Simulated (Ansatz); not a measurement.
NbSO3H3⁺, that is NbS(OH)3 with one electron fewer. The state is a doublet with charge 1. Geometry PBE0-D4/def2-SVP, that of the neutral singlet; atoms count from 1.

```xyz
8

Nb   -0.012    0.047   -0.011
S    -0.520    2.076   -0.514
O     0.920   -0.746   -1.438
H     1.203   -0.443   -2.306
O    -1.579   -0.935    0.325
H    -2.518   -0.727    0.318
O     1.073    0.025    1.524
H     1.432    0.703    2.102
```

In the def2 sets Nb takes a core potential; there is no spin–orbit coupling.

Question: Estimate the Mulliken populations from the PBE0/def2-TZVP orbitals of Ansatz.

Answer: 
```csv
atom,charge (e),spin (α − β),d electrons
Nb1,1.79,0.05,2.66
S2,-0.04,0.91,–
O3,-0.64,0.00,–
H4,0.39,0.00,–
O5,-0.64,0.02,–
H6,0.39,0.00,–
O7,-0.64,0.02,–
H8,0.39,0.00,–
```
Mulliken values and Mayer orders depend strongly on the basis.

Question: Where does the spin sit?

Answer: Summed by element: Nb 0.05, S 0.91, O 0.04, H 0.01, of 1 unpaired in all. Largest on single atoms: S2 0.91, Nb1 0.05, O5 0.02.

Question: And the Mayer bond orders between bonded heavy atoms (over 0.3)?

Answer: Nb1–S2 1.45 (2.15 Å); Nb1–O3 1.09 (1.88 Å); Nb1–O5 1.10 (1.88 Å); Nb1–O7 1.10 (1.88 Å).
